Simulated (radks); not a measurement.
Spherical quantum dot in the effective-mass picture: electrons in a hard-walled sphere of radius 13.1, with a point charge +2 (a donor) at the centre, all in effective atomic units (hartree* = m*/eps^2 hartree, bohr* = eps/m* bohr), one dielectric constant everywhere. Method: non-relativistic Kohn-Sham, LDA (Slater exchange, Perdew-Wang correlation), spin-polarised, spherical densities; computed with a radial shooting solver with Libxc functionals. Levels are named by radial order and angular momentum (1s, 1p, 1d, 2s, ...), and open shells are averaged over m. At N = 15 the configuration is 1s2 1p6 1d(up 5, down 0) 2s2. Does electron 16 go into 1f down or 1f up or 1d down?

Answer. Into 1d down. The total energies of the other choices lie higher by 0.0153 hartree* (1f up), 0.0317 hartree* (1f down).
